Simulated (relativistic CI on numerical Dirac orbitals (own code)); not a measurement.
Zn²⁵⁺: computed level list

Computed by Dirac-Coulomb-Breit CI, orbitals from a KLI potential per configuration, model QED (radiative potential, 1s self-energy scaled to tabulated hydrogen-like ionisation energies), unscaled Slater integrals (own radial code, finite nucleus).

Configuration list (outside the closed core 1s2): 2s2 2p, 2s 2p2, 2p3, 2p2 3s, 2p2 3p, 2p2 3d, 2s2 3s, 2s2 3p, 2s2 3d, 2s 2p 3s, 2s 2p 3p, 2s 2p 3d, 2s2 4s, 2s2 4p, 2s2 4d, 2s2 4f. Levels of other configurations are missing.

```csv
No.,Configuration,Term,J,E (eV),%,jj configuration (%)
41,2s 2p 3d,4D°,3/2,1510.50,55,2s 2p1/2 3d3/2 (49)
42,2s 2p 3d,4D°,1/2,1511.10,81,2s 2p1/2 3d3/2 (80)
43,2s 2p 3p,2D,5/2,1515.42,66,2s 2p3/2 3p3/2 (91)
44,2s 2p 3s,2P°,3/2,1515.44,62,2s 2p3/2 3s (56)
45,2s 2p 3s,2P°,1/2,1515.70,95,2s 2p3/2 3s (82)
46,2s 2p 3d,2D°,3/2,1518.64,46,2s 2p3/2 3s (28)
47,2s 2p 3p,2S,1/2,1518.91,76,2s 2p3/2 3p3/2 (88)
48,2s 2p 3d,2F°,5/2,1519.80,54,2s 2p1/2 3d5/2 (63)
49,2s 2p 3d,4F°,9/2,1526.76,100,2s 2p3/2 3d5/2 (100)
50,2s 2p 3d,4D°,7/2,1530.39,70,2s 2p3/2 3d5/2 (55)
51,2s 2p 3d,4D°,5/2,1531.37,55,2s 2p3/2 3d3/2 (85)
52,2s 2p 3d,4P°,3/2,1532.53,62,2s 2p3/2 3d3/2 (89)
53,2s 2p 3d,4P°,1/2,1533.05,90,2s 2p3/2 3d3/2 (96)
54,2s 2p 3d,2D°,5/2,1536.97,43,2s 2p3/2 3d5/2 (85)
55,2s 2p 3p,2P,1/2,1541.49,60,2s 2p3/2 3p1/2 (52)
56,2s 2p 3d,2P°,3/2,1542.19,64,2s 2p3/2 3d5/2 (79)
57,2s 2p 3p,2D,3/2,1543.22,68,2s 2p3/2 3p1/2 (82)
58,2p2(3P) 3s,4P,1/2,1545.09,56,2p1/2^2 3s (57)
59,2s 2p 3d,2F°,7/2,1546.23,95,2s 2p3/2 3d3/2 (51)
60,2s 2p 3p,2D,5/2,1548.21,89,2s 2p3/2 3p3/2 (77)
61,2s 2p 3d,2P°,1/2,1548.87,91,2s 2p3/2 3d5/2 (93)
62,2s 2p 3p,2P,3/2,1550.31,59,2s 2p3/2 3p3/2 (78)
63,2s 2p 3p,2S,1/2,1556.58,74,2s 2p3/2 3p3/2 (72)
64,2p2(3P) 3s,4P,3/2,1562.00,92,2p1/2 2p3/2 3s (94)
65,2p2(3P) 3p,4D°,1/2,1564.73,51,2p1/2^2 3p1/2 (87)
66,2p2(3P) 3s,4P,5/2,1570.20,67,2p1/2 2p3/2 3s (82)
67,2p2(3P) 3s,2P,1/2,1570.68,73,2p1/2 2p3/2 3s (82)
68,2s 2p 3d,2F°,7/2,1572.36,91,2s 2p3/2 3d5/2 (79)
69,2s 2p 3d,2F°,5/2,1572.48,84,2s 2p3/2 3d3/2 (83)
70,2s 2p 3d,2D°,3/2,1573.72,88,2s 2p3/2 3d3/2 (70)
```

Energies count from the lowest computed level; ° marks odd parity. Percentages are summed over parent terms; the parents shown are those of the largest component, closed shells are left out there. Filled j subshells are mostly left out of the jj labels.

The mean weight of the leading LS term, summed over parents, in these 30 levels is 72 %, and that of the leading jj configuration (from the same eigenvectors) 75 %.

At this charge energies of transitions that change n are usually good to better than 1 %, and those within a shell (Δn = 0) to a few per cent.

LS names give the leading component of a level, which can be under half, so a name can repeat, a term be missing and a line seem to break the LS rules.
